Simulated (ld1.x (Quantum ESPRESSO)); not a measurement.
An all-electron radial function and its pseudo partner (S)

Columns: radius, all-electron u(r) and pseudo u(r) of the 3p shell (level -6.99 eV) of sulfur in the configuration [Ne] 3s2 3p4; PBEsol, non-relativistic, TM scheme, ld1.x (Quantum ESPRESSO) 7.5.

| r (bohr) | all-electron | pseudo |
| --- | --- | --- |
| 0.085 | 0.1303 | -0.0052 |
| 0.170 | 0.2768 | -0.0209 |
| 0.255 | 0.3308 | -0.0465 |
| 0.340 | 0.3008 | -0.0815 |
| 0.425 | 0.2161 | -0.1250 |
| 0.510 | 0.1027 | -0.1759 |
| 0.595 | -0.0214 | -0.2330 |
| 0.680 | -0.1443 | -0.2945 |
| 0.765 | -0.2589 | -0.3585 |
| 0.850 | -0.3615 | -0.4229 |
| 0.935 | -0.4506 | -0.4854 |
| 1.020 | -0.5260 | -0.5436 |
| 1.105 | -0.5879 | -0.5956 |
| 1.190 | -0.6368 | -0.6396 |
| 1.275 | -0.6740 | -0.6747 |
| 1.360 | -0.7006 | -0.7007 |
| 1.445 | -0.7178 | -0.7179 |
| 1.530 | -0.7271 | -0.7271 |
| 1.615 | -0.7296 | -0.7296 |
| 1.700 | -0.7263 | -0.7263 |
| 1.785 | -0.7182 | -0.7182 |
| 1.870 | -0.7063 | -0.7063 |
| 1.955 | -0.6913 | -0.6913 |
| 2.040 | -0.6739 | -0.6739 |
| 2.125 | -0.6545 | -0.6545 |
| 2.210 | -0.6338 | -0.6338 |

Problem. How many radial nodes do the two functions have?

Solution. The all-electron 3p function has n − l − 1 = 1; the pseudo-wave has 0, since the states of the same l below it are removed with the core.

Problem. At about which radius was the pseudo-wave matched?

Solution. 1.60 bohr. The columns agree to 0.0005 from 1.36 bohr on; several derivatives are matched, so the curves merge somewhat inside the radius.

Problem. Is the pseudo-wave norm-conserving?

Solution. Yes: the TM scheme keeps the norm inside the radius equal to the all-electron one, which fixes the energy derivative of the logarithmic derivative at the level.
